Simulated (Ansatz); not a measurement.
Geometry optimisation, Ansatz, RKS LDA/6-31G*.

The input (input.yaml):

```yaml
crystal:
  periodic: [false, false, false]
  atoms:
    - { symbol: O, position_ang: [-1.9019, 0.4995, -1.7958] }
    - { symbol: Si, position_ang: [-1.7792, 0.8658, -0.1324] }
    - { symbol: Si, position_ang: [-0.7454, -0.8308, 0.8357] }
    - { symbol: B, position_ang: [1.0886, -1.0714, -0.0089] }
    - { symbol: C, position_ang: [2.0662, 0.101, -0.0995] }
    - { symbol: Cl, position_ang: [2.6075, 0.5676, 1.5523] }
    - { symbol: H, position_ang: [-0.998, 0.5465, -2.1559] }
    - { symbol: H, position_ang: [-3.0642, 1.051, 0.4722] }
    - { symbol: H, position_ang: [-0.9878, 2.1165, 0.094] }
    - { symbol: H, position_ang: [-1.5085, -2.0579, 0.7346] }
    - { symbol: H, position_ang: [-0.5254, -0.5271, 2.2953] }
    - { symbol: H, position_ang: [1.2735, -2.1034, -0.5158] }
    - { symbol: H, position_ang: [2.8926, -0.1864, -0.6958] }
    - { symbol: H, position_ang: [1.5692, 0.9997, -0.5511] }
basis:
  gaussian: { orbitals: "6-31G*" }
hamiltonian:
  xc: lda
relax:
  f_tol: 0.02
  max_steps: 50
```

Launched with:

```bash
$ ansatz run input.yaml --threads 2 --pin off --max-ram 3072MiB --backend cpu --events-out ev --progress --plain --runs-dir out
```

Question: Where does it end, and by what steps?

Answer: It converged. After 27 steps the energy has fallen by 0.726 eV; H7 moved furthest, 1.75 Å.

```
step  energy less start (eV)  largest force component (eV/Å)  accepted
   0                  0.0000                           1.877       yes
   1                 -0.3768                           0.951       yes
   2                 -0.4279                           0.657       yes
   3                 -0.4568                           0.576       yes
   4                 -0.4918                           0.499       yes
   5                 -0.5413                           0.522       yes
   6                 -0.5847                           0.610       yes
   7                 -0.6168                           0.495       yes
   8                 -0.6592                           0.224       yes
   9                 -0.6635                           0.322       yes
  10                 -0.6748                           0.180       yes
  11                 -0.6784                           0.121       yes
  12                 -0.6829                           0.117       yes
  13                 -0.6849                           0.113       yes
  14                 -0.6866                           0.173       yes
  15                 -0.6885                           0.153       yes
  16                 -0.6919                           0.156       yes
  17                 -0.6948                           0.277       yes
  18                 -0.6989                           0.248       yes
  19                 -0.7040                           0.190       yes
  20                 -0.7083                           0.274       yes
  21                 -0.7133                           0.207       yes
  22                 -0.7188                           0.125       yes
  23                 -0.7221                           0.175       yes
  24                 -0.7236                           0.151       yes
  25                 -0.7253                           0.094       yes
  26                 -0.7259                           0.055       yes
  27                 -0.7261                           0.011       yes
```

```xyz
14
Properties=species:S:1:pos:R:3
O -2.667 0.622 -1.273
Si -1.352 0.833 -0.271
Si -0.605 -1.178 0.742
B 1.079 -0.865 -0.193
C 2.074 0.233 0.268
Cl 1.495 1.244 1.640
H -2.604 -0.116 -1.909
H -1.803 1.808 0.772
H -0.186 1.447 -1.016
H -1.444 -2.334 0.273
H -0.674 -1.017 2.230
H 1.308 -1.381 -1.266
H 3.021 -0.256 0.582
H 2.346 0.928 -0.549
```

Whether the end is a true minimum wasn't checked by a vibrational analysis.

The run took 45 s on 2 threads of Intel(R) Xeon(R) Platinum 8488C (Sapphire Rapids), on a shared host, peak memory 0.2 GiB.
